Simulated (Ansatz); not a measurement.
This geometry of F3HOTi + H2 (8 atoms, charge 0, multiplicity 1) is a first-order saddle point.

Computed with RKS PBE-D4/def2-SVP in Ansatz 0.2.0.

```xyz
8
Properties=species:S:1:pos:R:3
Ti 0.126 -0.209 0.002
O 0.396 -0.073 2.016
H -0.410 0.170 2.516
F 1.548 0.539 -0.662
F -1.222 0.907 0.152
F -0.535 -1.266 -1.230
H 0.554 -1.896 0.849
H 0.477 -1.248 1.651
```

Which two structures does it join? (They come from a converged band through this point; their orientation in space is the band's.)

Bonds broken: H7–H8. Bonds formed: Ti1–H7, O2–H8. F3HOTi + H2 becomes F3H3OTi.

Initial state:

```xyz
8
Properties=species:S:1:pos:R:3
Ti -0.209 0.381 -0.135
O -0.068 0.130 1.621
H -0.667 -0.161 2.331
F 1.384 0.685 -0.793
F -1.266 1.742 -0.454
F -0.928 -1.032 -0.879
H 1.477 -2.770 1.772
H 1.209 -2.051 1.829
```

Final state:

```xyz
8
Properties=species:S:1:pos:R:3
Ti 0.028 -0.381 -0.165
O 0.576 -0.060 2.010
H -0.250 0.274 2.415
F 1.473 0.514 -0.571
F -1.396 0.494 0.425
F -0.524 -1.022 -1.694
H 0.315 -1.946 0.479
H 0.711 -0.949 2.393
```

How far does it lie above each of them?

131.0 kJ/mol above the first and 40.4 kJ/mol above the second. This is the barrier of this one path; another mechanism may lie lower. The orbitals stay closed-shell, which can raise the energy where a bond breaks towards radicals; this wasn't checked here.

Run time: 3.7 min on 2 threads of Arm Neoverse V1 (shared host), peak memory 0.15 GiB.
